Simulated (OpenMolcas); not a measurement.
## W5+: moving or changing the point charges

W5+ among 6 point charges of -1.7 e arranged as a trigonal prism (D3h), 2.16 Å from the ion, with a polar angle of 47.1° against the regular 49.1°.
```
   1.5832    0.0000    1.4694  -1.70
  -0.7916    1.3711    1.4694  -1.70
  -0.7916   -1.3711    1.4694  -1.70
   1.5832    0.0000   -1.4694  -1.70
  -0.7916    1.3711   -1.4694  -1.70
  -0.7916   -1.3711   -1.4694  -1.70
```

- Program: OpenMolcas
- Method: CASSCF
- Basis: ANO-RCC-VDZP [7s6p4d2f1g]
- Scalar Hamiltonian: DKH2, point nucleus
- Active space: 1 electron in 5 orbitals (5d)
- State averaging: 2S+1 = 2 even, 5 roots
- Spin-orbit coupling: state interaction with AMFI integrals over the reference wave functions

Runs around this geometry, states (labels of D3, the rotations of D3h). Energies in cm-1 above the lowest state or level, χT in cm3 K/mol.

```tsv
R (Å)	q (e)	Polar angle / regular	Ground state	First state of that spin	First gap with spin-orbit (degeneracies)	χT at 300 K
2.16	-0.85	0.96	2E	2A1 3540	3724 (2, 2)	0.169
2.02	-1.7	0.96	2E	2A1 7542	8263 (2, 2)	0.144
2.16	-1.7	0.96	2E	2A1 6700	7498 (2, 2)	0.150
2.32	-1.7	0.96	2E	2A1 5806	6100 (2, 2)	0.156
2.16	-1.7	1.04	2E	2A1 2170	3453 (2, 2)	0.163
```

Taking the first state of the same spin as R^-n, n = -ln(5806 / 7542) / ln(2.32 / 2.02) = 1.9 between the shortest and longest distance.

Scaling the charges by -0.85 / -1.7 = 0.50 scales the first state of the same spin by 3540 / 6700 = 0.53; with fixed orbitals a first-order splitting would follow the charge.

An orbital doublet at a regular site is open to a Jahn-Teller distortion, which this geometry leaves out. Point charges carry no covalency, so the field is a model and not that of real ligands. No measured value stands beside these numbers.
